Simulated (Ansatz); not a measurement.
Frontier orbitals of CH₈ClNSi₂ (`C[Si](N)([SiH3])Cl`).

The species carries charge 0 and has multiplicity 1. Geometry: relaxed with PBE0-D4/def2-TZVP. It is one conformer, not always the lowest. Basis def2-TZVPP, Ansatz 0.2.0.

Orbital energies of one run (eV). Highest occupied ones, from the top: -6.69, -6.98, -7.82, -8.37, -8.72, -8.82, -9.18, -9.97, -10.57, -10.91, -12.65, -12.84, -14.16, -18.36. Empty: -0.42, -0.16, 0.58, 0.76, 1.52, 1.67.

Problem. Which functional gave them?
A. BLYP
B. ωB97X-V
C. r2SCANh
D. r2SCAN

Solution. D. HOMO energies: r2SCAN -6.69, r2SCANh -7.18, ωB97X-V -10.02, BLYP -6.25 eV.
